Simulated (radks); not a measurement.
Task: The rhenium ion Re12+ is in [Kr] 4d10 4f14 5s2 5p1. Method: scalar-relativistic Kohn-Sham, LDA (Slater exchange, Perdew-Wang correlation), spin-polarised, spherical densities, finite nucleus; Fermi nuclear charge, rms radius of each element as measured or else 0.836 A^(1/3) + 0.57 fm; computed with a radial shooting solver on a logarithmic mesh with Libxc functionals. Open shells are filled with parallel spins first. One electron is removed from 5p, 5s, 4f, 4d in turn, with full relaxation. Which removal costs least, and what does each cost?

Result: 5p 250.24 eV; 4f 270.60 eV; 5s 294.51 eV; 4d 485.77 eV. The 5p electron leaves first.
